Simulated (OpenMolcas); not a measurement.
S I: the spin-orbit constant, thermal populations, Slater's ratio, worked from levels

* Program: OpenMolcas 26.06
* Basis: ANO-RCC-VTZP [5s4p2d1f]
* Scalar Hamiltonian: DKH2, point nucleus
* Active space: 6 electrons in 8 orbitals (3s 3p 4s 4p)
* State averaging: 2S+1 = 3 even, 3 roots; 2S+1 = 1 even, 6 roots; 2S+1 = 3 odd, 3 roots (0 in the spin-orbit step)
* Spin-orbit coupling: state interaction with AMFI integrals over the reference wave functions, term energies averaged over their components

Methods: CASSCF; SS-CASPT2, IPEA 0.25 Eh, imaginary shift 0.1 Eh (closed shells correlated: 2s 2p). Measured levels: NIST Handbook of Basic Atomic Spectroscopic Data.

**The spin-orbit constant.** For the Hund term 3P of p4, E(J) = (A/2) J(J+1) + constant and ζ = -2S·A = -2A. From J = 0 to J = 2 the energy changes by 3 A.

| Source | E(2) - E(0) | A | ζ |
| --- | --- | --- | --- |
| CASSCF | -515.1 | -171.7 | 343 |
| SS-CASPT2 | -517.2 | -172.4 | 345 |
| measured | -573.6 | -191.2 | 382 |

All in cm-1. SS-CASPT2 is off by -9.8 % and CASSCF by -10.2 %. Both methods take the spin-orbit matrix elements from the reference wave functions, so the second can move ζ only through the term energies and any multistate remixing. Second-order mixing with other terms is absorbed into this ζ.

**Thermal populations.** Z = Σ (2J + 1) exp(-E/kT) with k = 0.695035 cm-1/K, over the levels below. No other level of either list lies under 52600 cm-1, which is above 7 kT at each temperature.

```
      Level  2J + 1  SS-CASPT2  measured
3s2 3p4 3P2       5        0.0       0.0
3s2 3p4 3P1       3        355       396
3s2 3p4 3P0       1        517       574
3s2 3p4 1D2       5       9930      9239
3s2 3p4 1S0       1      22720     22180
```

```json
{"T (K)": "3000", "Z, SS-CASPT2": "8.353", "Z, measured levels": "8.300", "Ground level (%), SS-CASPT2": "59.9", "Ground level (%), measured levels": "60.2"}
{"T (K)": "5000", "Z, SS-CASPT2": "8.859", "Z, measured levels": "8.877", "Ground level (%), SS-CASPT2": "56.4", "Ground level (%), measured levels": "56.3"}
{"T (K)": "8000", "Z, SS-CASPT2": "9.581", "Z, measured levels": "9.663", "Ground level (%), SS-CASPT2": "52.2", "Ground level (%), measured levels": "51.7"}
```

At 8000 K, kT = 5560 cm-1, and the computed levels give Z = 5.000 + 2.814 + 0.911 + 0.838 + 0.017 = 9.581.

**Slater's ratio.** With one set of orbitals, p4 has 1D - 3P = 6 F2 and 1S - 1D = 9 F2 (F2 = F²/25), a ratio of 3/2. Term energies are centres of gravity, weighted by 2J + 1.

```
   Source  1D - 3P  1S - 3P  F2 from the first  Ratio
   CASSCF    11277    20327               1880  0.803
SS-CASPT2     9753    22540               1626  1.311
 measured     9043    21984               1507  1.431
```

Energies in cm-1. A ratio away from 3/2 shows effects beyond one configuration with one set of orbitals, and in heavier atoms second-order spin-orbit shifts. In CASSCF the valence s occupation is 1.93 in 1S against 2.00 in 1D: mixing out of s² acts most on 1S and pulls it down.

Term energies are means over components that CASPT2 splits; among the terms shown or strongly mixed into the levels shown the widest spread is 60 cm-1 (3s2 3p4 1D, SS-CASPT2). Active for correlation alone: 4p 4s; no level in the range computed is led by a configuration that fills them, so any true level of that kind is missing. No level of 3s 3p5 was computed, though it lies in the active space. Without dynamic correlation excited terms often stand tens of per cent too high (terms of higher spin than the ground term too low), and those without a measured partner can miss by more than the paired ones (holds for CASSCF). Measured partners are found by configuration, term and J. A level has none where our copy of the source lacks it or the pairing is in doubt (some pairs that miss far off the trend of their configuration count as doubtful), and it then counts in no deviation. Levels of configurations outside the active space are missing.
